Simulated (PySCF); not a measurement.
# Reading the logs of faulty runs: Cl2GeH3Si

Calculated results; nothing here was measured. The program is PySCF 2.14.0, an open-source quantum chemistry code, run on an isolated molecule that a program drew, which may never have been made. The molecule is Cl2GeH3Si (charge 0, doublet), drawn as the SMILES string `Cl[Si](Cl)[GeH3]`.

Each row is a Hartree-Fock (HF) and frozen-core CCSD(T) single point in the cc-pV(D+d)Z basis, meant for a local HF minimum. Run 1 is clean. Each other run has one planted mistake out of seven kinds, and not every kind appears here: one electron removed, one electron added, multiplicity raised by two, geometry at a saddle point, minimal basis STO-3G, one bond length entered in bohr, all coordinates scaled. The reference is restricted for singlets and unrestricted otherwise, and also for a bond in bohr. Adding or removing an electron swaps singlet and doublet. Electrons count all cores. HOMO and LUMO are orbital energies over both spins, the gradient is its largest component, and the lowest frequency (negative if imaginary) is given only where the gradient is small. Bond lengths are over the 6 bonds as drawn. T1 is the CCSD diagnostic: over 0.02 (restricted) or 0.045 (unrestricted) a single reference is doubtful. Germanium has the cc-pVDZ-PP basis, with a core potential (ECP10MDF) in place of its 10 inner electrons, and its 3s, 3p and 3d shells are frozen in CCSD(T).

Geometry of the clean run:
```xyz
7
Cl2GeH3Si, angstrom
Cl   -2.8400   -1.7540    2.4516
Si   -1.3470   -1.2344    1.1058
Cl    0.4826   -1.7312    1.9519
Ge   -1.4296    1.1395    0.6702
H    -0.3149    1.4852   -0.3172
H    -1.2383    1.9117    1.9759
H    -2.7906    1.4670    0.0560
```

```
run  electrons  basis functions  <S^2>  HOMO (eV)  LUMO (eV)  gradient (hartree/bohr)  lowest frequency (cm^-1)  mean bond (Å)  longest bond (Å)      T1  HF (hartree)  CCSD(T) (hartree)                     mistake
  1         83              107  0.758      -9.11       0.53                  2.1e-05                        91         1.8589             2.415  0.0138   -1503.13779        -1503.65404                    no fault
  2         83              107  3.765      -4.71      -2.90                  4.0e-02                         -         1.8589             2.415  0.0257   -1502.90122        -1503.41443  multiplicity raised by two
  3         84              107  0.000      -1.54       8.05                  8.4e-02                         -         1.8589             2.415  0.0111   -1503.15447        -1503.69590          one electron added
  4         83              107  0.760      -9.30       0.19                  1.8e-02                         -         1.9165             2.490  0.0145   -1503.13207        -1503.65038      all coordinates scaled
  5         83              107  1.444      -9.26       0.37                  9.1e-03                         -         2.0856             2.889  0.0351   -1503.04757        -1503.55363                           ?
  6         82              107  0.000     -17.10      -7.04                  7.6e-02                         -         1.8589             2.415  0.0182   -1502.83853        -1503.36329                           ?
```

**Which mistake was planted in run 5, and what did it cost?**

The mean bond changes by a factor of 1.122 and the longest by 1.196, so the molecule wasn't scaled as a whole. A length L in bohr read as angstrom grows by (1/0.5292 - 1) L = 0.890 L. The 6 bonds together grew by 6 x 0.2267 = 1.360 Å, which gives L = 1.529 Å. That is the length of one of the Ge-H bonds, 1.529 Å in the clean geometry. So the mistake is: one bond length entered in bohr. Subtracting run 1 and multiplying by 627.51 kcal/mol a hartree, the energy moved by 56.6 kcal/mol in HF and 63.0 kcal/mol in CCSD(T).

**Which mistake was planted in run 6, and what did it cost?**

It counts 82 electrons, one fewer than the clean run, at the same geometry and basis. So the mistake is: one electron removed. Subtracting run 1 and multiplying by 627.51 kcal/mol a hartree, the energy moved by 187.8 kcal/mol in HF and 182.4 kcal/mol in CCSD(T).

